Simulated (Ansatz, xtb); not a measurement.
**C5H8B2S: 4 structures ranked**

4 gas-phase structures of C5H8B2S, from a drawn sample of its isomers (lower ones may exist). Each was relaxed with GFN2-xTB; where two conformers were screened, the lower at r2SCAN-D4/def2-SVP is listed:

A. `BCBc1cccs1`, a singlet
B. `CSB1C=CBC=C1`, a singlet
C. a singlet given by its coordinates
D. `CSC1=CBC=CB1`, a singlet

C (Å):

```yaml
atoms:
  - { symbol: C, position_ang: [-0.8131, -0.6044, -1.6937] }
  - { symbol: C, position_ang: [0.0997, 0.5770, -1.7473] }
  - { symbol: C, position_ang: [-0.2660, 1.9017, -1.8933] }
  - { symbol: C, position_ang: [0.8224, 2.7812, -1.9965] }
  - { symbol: C, position_ang: [2.0201, 2.1349, -1.9347] }
  - { symbol: B, position_ang: [-0.6660, -0.1311, -0.1721] }
  - { symbol: B, position_ang: [-0.2913, -2.0214, -1.9575] }
  - { symbol: S, position_ang: [1.8413, 0.4406, -1.7568] }
  - { symbol: H, position_ang: [-1.4953, 0.5553, 0.2884] }
  - { symbol: H, position_ang: [0.1782, -0.5690, 0.5102] }
  - { symbol: H, position_ang: [-1.7828, -0.3468, -2.1145] }
  - { symbol: H, position_ang: [0.8556, -2.2551, -1.9238] }
  - { symbol: H, position_ang: [-1.0588, -2.8810, -2.1610] }
  - { symbol: H, position_ang: [-1.2934, 2.2188, -1.9307] }
  - { symbol: H, position_ang: [0.7236, 3.8462, -2.1089] }
  - { symbol: H, position_ang: [3.0026, 2.5622, -1.9783] }
```

Close contacts (Å): C1–C2 1.49, C1–B6 1.60, C1–B7 1.53, C2–C3 1.38, C2–B6 1.89, C2–S8 1.75, C3–C4 1.40, C4–C5 1.36, C5–S8 1.71, C1–H11 1.09, C3–H14 1.08, C4–H15 1.08, C5–H16 1.07, B6–H9 1.17, B6–H10 1.17, B7–H12 1.17, B7–H13 1.17.

Which do you expect lowest at r2SCAN-D4/def2-SVP, and how would the others follow?

Calculated order at r2SCAN-D4/def2-SVP: B (0.0), A (12.9), C (30.3), D (30.7) kcal/mol. Less than 1 kcal/mol parts C and D, so the order within that pair means little.

Energies above the lowest of each column, in kcal/mol; the last columns are at PBE0-D3(BJ)/def2-SVP geometries and were run for some of them only (a dash: not run or not comparable):

| structure | GFN2-xTB | HF/STO-3G | r2SCAN-D4/def2-SVP | PBE0-D3(BJ)/def2-SVP | CCSD(T)/def2-SVP + ΔMP2/def2-TZVPP |
| --- | --- | --- | --- | --- | --- |
| B | 15.3 | 0.0 | 0.0 | 0.0 | 0.0 |
| A | 0.0 | 14.2 | 12.9 | 13.1 | 12.6 |
| C | 1.4 | 38.4 | 30.3 | 27.6 | 29.0 |
| D | 28.2 | 28.2 | 30.7 | – | – |

CCSD(T)/def2-SVP + ΔMP2/def2-TZVPP puts B lowest of those it was run on; GFN2-xTB picks A. Flexible structures stand in one conformer each, not always the lowest. Frequencies (GFN2-xTB) were run for A, B, C alone. ΔMP2 is the change of the MP2 energy from the smaller to the larger basis.

Over these structures GFN2-xTB departs from r2SCAN-D4/def2-SVP by 13.7 kcal/mol on average once a common shift is removed. A GFN2-xTB relaxation took about 0.23 s and the r2SCAN-D4/def2-SVP energy about 1.9 s on a shared host (Ansatz 0.2.0, xtb 6.7.1).
